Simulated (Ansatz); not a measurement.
Geometry optimisation, Ansatz 0.2.0, RKS PBE-D4/def2-SVP.

Input:

```yaml
crystal:
  periodic: [false, false, false]
  atoms:
    - { symbol: Al, position_ang: [-0.63, 0.1259, -0.2919] }
    - { symbol: H, position_ang: [0.5419, -1.4878, -0.4514] }
    - { symbol: O, position_ang: [-1.3261, 0.4939, -1.7158] }
    - { symbol: O, position_ang: [-1.1584, -0.1359, 1.2317] }
    - { symbol: H, position_ang: [1.6667, 0.5866, 0.6005] }
    - { symbol: F, position_ang: [1.0069, 1.4157, 0.0433] }
    - { symbol: H, position_ang: [1.1726, -1.0988, 0.1931] }
    - { symbol: F, position_ang: [1.9763, -0.5315, 0.8952] }
    - { symbol: H, position_ang: [-1.6253, 0.8026, -2.5548] }
    - { symbol: H, position_ang: [-1.6246, -0.1707, 2.0502] }
basis:
  gaussian: { orbitals: def2-SVP }
hamiltonian:
  xc: pbe
  dispersion: d4
relax:
  f_tol: 0.15
  max_steps: 25
  restrain:
    - { distance: [0, 5], at: 3.08, k: 30.0 }
    - { distance: [4, 7], at: 2.18, k: 30.0 }
    - { distance: [6, 1], at: 1.92, k: 30.0 }
    - { distance: [0, 1], at: 1.52, k: 30.0 }
    - { distance: [4, 5], at: 0.88, k: 30.0 }
    - { distance: [6, 7], at: 0.88, k: 30.0 }
```

Launched with:

```bash
$ ansatz run input.yaml --threads 2 --pin off --max-ram 3072MiB --backend cpu --events-out ev --progress --plain --runs-dir out
```

Where does it end, and by what steps?

The forces met the threshold. The restraints hold the end off the free minimum. After 15 steps the energy has risen by 0.243 eV (the restraints' own energy left out); H7 moved furthest, 0.63 Å. Parted: Al1–F6. Joined: Al1–H2, H5–F6, H7–F8.

| step | energy less start (eV) | largest force component (eV/Å) | accepted |
| --- | --- | --- | --- |
| 0 | 0.0000 | 3.067 | yes |
| 1 | 0.1493 | 2.132 | yes |
| 2 | 0.6022 | 3.665 | yes |
| 3 | 0.7435 | 2.782 | yes |
| 4 | 0.5280 | 0.858 | yes |
| 5 | 0.5723 | 1.323 | yes |
| 6 | 0.5211 | 1.038 | yes |
| 7 | 0.4782 | 1.078 | yes |
| 8 | 0.3478 | 1.074 | yes |
| 9 | 0.3057 | 1.276 | no |
| 10 | 0.3041 | 1.102 | yes |
| 11 | 0.2722 | 1.021 | yes |
| 12 | 0.2730 | 1.331 | no |
| 13 | 0.2586 | 1.052 | yes |
| 14 | 0.2490 | 1.074 | yes |
| 15 | 0.2432 | 1.088 | yes |

```xyz
10
Properties=species:S:1:pos:R:3
Al -0.820 -0.325 -0.431
H 0.350 -1.235 -0.861
O -1.831 0.550 -1.501
O -1.194 -0.434 1.234
H 1.876 1.140 0.533
F 1.403 1.742 0.025
H 1.577 -1.337 0.608
F 2.173 -0.913 1.167
H -1.640 0.727 -2.434
H -1.893 0.085 1.660
```

Run time: 47 s on 2 threads of Arm Neoverse N1, with other jobs on the host, peak memory 0.13 GiB.
